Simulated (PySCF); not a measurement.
This PySCF input asks for the NMR shieldings of SMILES C[SiH2][C@]1(C(=O)O)C[C@@H](C)C1, C₇H₁₄O₂Si; the geometry comes from GFN2-xTB.

```python
import basis_set_exchange as bse
import numpy as np
from pyscf import gto, dft
from pyscf.prop import nmr

atoms = """
C    -3.114318   -0.184890   -0.905881
Si   -1.831496   -0.739574    0.371428
C    -0.181337    0.182243    0.054850
C    -0.462010    1.632539    0.163625
O    -0.615102    2.399142   -0.754830
O    -0.586411    2.034189    1.446654
C     0.565526   -0.230614   -1.224680
C     1.667912   -0.873751   -0.366281
C     3.081283   -0.386774   -0.630558
C     0.997192   -0.330155    0.906997
H    -3.268082    0.889981   -0.866232
H    -4.072275   -0.665759   -0.734498
H    -2.797500   -0.427561   -1.916555
H    -1.526984   -2.169594    0.226039
H    -2.255783   -0.446135    1.743483
H    -0.795180    2.980417    1.473975
H     0.033238   -0.909587   -1.888210
H     0.901908    0.629286   -1.802923
H     1.640515   -1.964490   -0.410159
H     3.117938    0.700421   -0.606142
H     3.422144   -0.720031   -1.608932
H     3.763683   -0.772937    0.124163
H     0.743527   -1.075401    1.658474
H     1.559877    0.468800    1.387215
"""
names = dict.fromkeys(["C", "Si", "O", "H"], "pcSseg-1")
basis = {el: gto.basis.parse(bse.get_basis(n, elements=[el], fmt="nwchem")) for el, n in names.items()}
mol = gto.M(atom=atoms, basis=basis, charge=0, verbose=0)
mf = dft.RKS(mol, xc="PBE0")
mf.grids.level = 2
mf.grids.alignment = dft.numint.BLKSIZE   # the property module wants whole blocks of grid points
mf.conv_tol = 1e-9
mf.kernel()

calc = nmr.RKS(mf)   # GIAO
C = mf.mo_coeff
Co = C[:, mf.mo_occ > 0]
resp = mf.gen_response(singlet=True, hermi=2)
def vind(x):   # induced exchange potential for any number of trial vectors
    d = np.einsum("pi,xij,qj->xpq", C, 2 * x.reshape(-1, C.shape[1], Co.shape[1]), Co, optimize=True)
    return np.einsum("xpq,pi,qj->xij", resp(d - d.transpose(0, 2, 1)), C, Co, optimize=True).ravel()
mo1, _ = nmr.rhf.solve_mo1(calc, with_cphf=vind)
sigma = calc.kernel(mo1)
for i, s in enumerate(sigma):   # ppm
    w = np.linalg.eigvalsh((s + s.T) / 2)
    print("%2d %-2s iso %8.1f  s11 %8.1f  s22 %8.1f  s33 %8.1f" % (i, mol.atom_pure_symbol(i), w.mean(), *w))
```

Q: What are the results?

A: 
```
 0 C  iso    196.2  s11    192.0  s22    193.9  s33    202.6
 1 Si iso    372.9  s11    336.2  s22    364.6  s33    418.1
 2 C  iso    157.7  s11    146.4  s22    152.2  s33    174.5
 3 C  iso      2.5  s11   -104.8  s22     38.4  s33     74.1
 4 O  iso    -97.2  s11   -347.5  s22   -221.4  s33    277.4
 5 O  iso    128.2  s11    -17.6  s22    150.3  s33    251.8
 6 C  iso    151.0  s11    130.1  s22    146.0  s33    176.9
 7 C  iso    162.1  s11    151.9  s22    165.0  s33    169.5
 8 C  iso    161.8  s11    149.0  s22    151.3  s33    185.0
 9 C  iso    148.9  s11    126.9  s22    143.0  s33    176.9
10 H  iso     31.6  s11     26.0  s22     30.8  s33     38.0
11 H  iso     31.8  s11     26.8  s22     27.8  s33     40.6
12 H  iso     31.4  s11     26.5  s22     30.0  s33     37.9
13 H  iso     27.4  s11     23.9  s22     26.6  s33     31.9
14 H  iso     27.3  s11     23.7  s22     26.1  s33     32.1
15 H  iso     25.9  s11     19.7  s22     23.3  s33     34.7
16 H  iso     29.4  s11     25.6  s22     28.9  s33     33.8
17 H  iso     29.4  s11     26.2  s22     29.2  s33     32.7
18 H  iso     29.5  s11     24.8  s22     29.5  s33     34.2
19 H  iso     30.8  s11     26.8  s22     30.6  s33     35.0
20 H  iso     30.5  s11     26.1  s22     27.6  s33     37.8
21 H  iso     30.5  s11     26.1  s22     27.7  s33     37.9
22 H  iso     29.2  s11     25.8  s22     28.2  s33     33.7
23 H  iso     29.6  s11     25.9  s22     29.4  s33     33.4
```

These numbers come from an equivalent density-fitted implementation of the same equations, which agrees with the script to about 0.01 ppm for H and up to a few tenths of a ppm for heavy atoms, so last digits may differ.

Size and cost of the density-fitted run: 247 basis functions, 73 s wall time on 1 thread of an Arm Neoverse V1, shared host; peak memory 1.2 GiB.
